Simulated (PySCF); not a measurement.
Isomers of C6H9NSi, mass 123.050 u with the commonest isotopes. The calculation used PBE0-D3(BJ)/def2-SVP geometry optimisation, gas phase in PySCF 2.14.0. One conformer each, none proved a minimum here; rigid rotors.

Question: Order these by rotational constant C, smallest first.
A. `[N:1]#[C:2][CH2:3][C@@H:4]1[CH:5]=[CH:6][CH2:7][SiH2:8]1` with C2–C3–C4–C5 -60°
B. `[N:1]#[C:2][Si@@H:3]1[CH2:4][C@H:5]1[CH:6]1[CH2:7][CH2:8]1` with C4–C5–C6–C7 -98°
C. `[SiH3:1][CH2:2][c:3]1[cH:4][cH:5][cH:6][cH:7][n:8]1` with Si1–C2–C3–C4 89°
D. `[SiH3:1][CH2:2][c:3]1[cH:4][cH:5][n:6][cH:7][cH:8]1` with Si1–C2–C3–C4 87°

Answer: B (769.0 MHz), A (858.7 MHz), D (905.7 MHz), C (929.2 MHz).

Question: Order these by dipole moment, smallest first.
A. `[SiH3:1][CH2:2][c:3]1[cH:4][cH:5][n:6][cH:7][cH:8]1` with Si1–C2–C3–C4 87°
B. `[SiH3:1][CH2:2][c:3]1[cH:4][cH:5][cH:6][cH:7][n:8]1` with Si1–C2–C3–C4 89°
C. `[N:1]#[C:2][CH2:3][C@@H:4]1[CH:5]=[CH:6][CH2:7][SiH2:8]1` with C2–C3–C4–C5 -60°
D. `[N:1]#[C:2][Si@@H:3]1[CH2:4][C@H:5]1[CH:6]1[CH2:7][CH2:8]1` with C4–C5–C6–C7 -98°

Answer: B (1.87 D), A (2.55 D), D (3.84 D), C (4.02 D).

Question: Order these by out-of-plane moment Σ m c² = (Ia + Ib − Ic)/2, largest first.
A. `[N:1]#[C:2][CH2:3][C@@H:4]1[CH:5]=[CH:6][CH2:7][SiH2:8]1` with C2–C3–C4–C5 -60°
B. `[N:1]#[C:2][Si@@H:3]1[CH2:4][C@H:5]1[CH:6]1[CH2:7][CH2:8]1` with C4–C5–C6–C7 -98°
C. `[SiH3:1][CH2:2][c:3]1[cH:4][cH:5][n:6][cH:7][cH:8]1` with Si1–C2–C3–C4 87°
D. `[SiH3:1][CH2:2][c:3]1[cH:4][cH:5][cH:6][cH:7][n:8]1` with Si1–C2–C3–C4 89°

Answer: B (37.68 u·Å²), C (36.03 u·Å²), D (35.70 u·Å²), A (16.69 u·Å²).

```
                 SMILES  point group  Ia (u·Å²)  Ib (u·Å²)  Ic (u·Å²)      κ  μa (D)  μb (D)  μc (D)
        [SiH3]Cc1ccncc1      near Cs     123.56     506.51     558.01  -0.94    2.26    0.07    1.17
 N#CC[C@@H]1C=CC[SiH2]1           C1     133.98     487.94     588.55  -0.88    3.81    1.14    0.54
N#C[Si@@H]1C[C@H]1C1CC1           C1     117.99     614.55     657.19  -0.97    3.41    1.42    1.04
        [SiH3]Cc1ccccn1           C1     125.56     489.74     543.91  -0.93    0.98    1.58    0.15
```
